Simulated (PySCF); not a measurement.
# `Brc1ccc[cH-]1`, [C5H4Br]-, charge -1

Cartesian coordinates in Å; atom numbers follow the order of the lines, from 1:
```xyz
10

Br    2.563   -0.326   -0.101
C     0.663   -0.226    0.036
C    -0.168   -1.304    0.359
C    -1.482   -0.798    0.352
C    -1.434    0.568    0.027
C    -0.089    0.934   -0.172
H     0.149   -2.316    0.569
H    -2.377   -1.373    0.562
H    -2.285    1.235   -0.057
H     0.298    1.910   -0.433
```

Total charge -1.

Computed with TDDFT CAM-B3LYP/def2-TZVPD excited states, vertical, gas phase (PySCF 2.14.0). Geometry: PBE0-D3(BJ)/def2-TZVP.

The calculation is non-relativistic, which matters for the atoms heavier than Zn. For a gas-phase anion, states above the detachment energy (about 1.7 eV, taken as minus the energy of the highest occupied orbital) lie in the continuum and depend on the basis. Singlets 2 and 3 lie within 0.01 eV of each other, so their separate moments and overlaps can depend on how they mix.

Q: How strongly do the lowest singlets absorb one photon, and two photons of half the energy?

A: δ for parallel linear polarisation; σ at the peak of a Lorentzian of half width 0.1 eV, single beam; Ω is circular over linear.
| state | E (eV) | f | photon λ (nm) | δ (au) | σ (GM) | Ω | main |
| --- | --- | --- | --- | --- | --- | --- | --- |
| S1 | 3.42 | 0.001 | 725 | 317 | 1.36 | 1.50 | HOMO→LUMO 0.86 |
| S2 | 3.82 | 0.000 | 649 | 5.42 | 0.03 | 1.50 | HOMO−1→LUMO 0.80, HOMO−1→LUMO+2 0.12 |
| S3 | 3.82 | 0.013 | 649 | 28.8 | 0.15 | 1.50 | HOMO→LUMO+2 0.91 |
| S4 | 4.00 | 0.000 | 620 | 287 | 1.68 | 1.50 | HOMO−1→LUMO+2 0.82, HOMO−1→LUMO 0.12 |
| S5 | 4.09 | 0.000 | 606 | 73.1 | 0.45 | 1.50 | HOMO→LUMO+1 0.90 |
| S6 | 4.26 | 0.028 | 582 | 7.09 | 0.05 | 1.50 | HOMO−1→LUMO+1 0.77, HOMO−1→LUMO+5 0.16 |

Among these, the strongest one-photon state is S6, the strongest two-photon state S4.
